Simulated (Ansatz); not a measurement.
Consider the atomization: `CBC(N)[SiH3]` → B• + 2 C• + 10 H• + N• + Si•.

Program: Ansatz. Geometries: PBE0-D4/def2-TZVP. ΔE: electronic, gas phase. CCSD(T)/CBS adds triple-zeta CCSD(T) − MP2 to the extrapolated MP2 energy (def2 sets, frozen cores). This one scheme is used for every species, atoms too. For atomizations the MP2-based limit and the directly extrapolated one differ by several kJ/mol either way, and by 10 to 25 for some Ge, Se and Sn compounds, so smaller differences from it don't rank the levels. Functionals use def2-TZVPP. No spin–orbit coupling; open shells (•) take unrestricted orbitals. Spin–orbit coupling would lower the free atoms: a little for B, C, Si. One conformer a species, not always the lowest.

`CBC(N)[SiH3]`:

Z-matrix (Å, degrees):
```
C
B 1 1.558
H 1 1.101 2 106.7
H 1 1.092 2 113.6 3 -115.8
H 1 1.092 2 113.7 3 117.5
C 2 1.540 1 123.3 3 -97.1
H 2 1.203 1 120.3 3 83.9
Si 6 1.911 2 100.0 1 -107.6
N 6 1.452 2 117.6 1 7.3
H 6 1.104 2 110.5 1 143.7
H 8 1.486 6 111.4 2 48.5
H 8 1.488 6 107.0 2 167.0
H 8 1.486 6 111.3 2 -74.0
H 9 1.011 6 112.3 2 54.8
H 9 1.010 6 112.5 2 177.5
```

```
        level  ΔE (kJ/mol)
    revPBE-D4       5285.2
HF/def2-QZVPP       3978.2
```

Task: What does CCSD(T)/CBS give? (Estimate.)

Result: Computed: +5311.6 kJ/mol. The listed levels differ from it by -26.4, -1333.4 kJ/mol.

Largest T1 diagnostic among the species: 0.014.

In def2-TZVPP, CCSD(T) changes the Hartree–Fock value by +1214.0 kJ/mol (the triples alone add +60.3 kJ/mol) and MP2 by +1243.9 kJ/mol; breaking electron pairs costs correlation energy, which Hartree–Fock lacks. From PBE to PBE0 (25 % exact exchange), in def2-TZVPP and without D4, ΔE moves by −51.1 kJ/mol: exact exchange takes away binding that semilocal exchange gives to molecules.
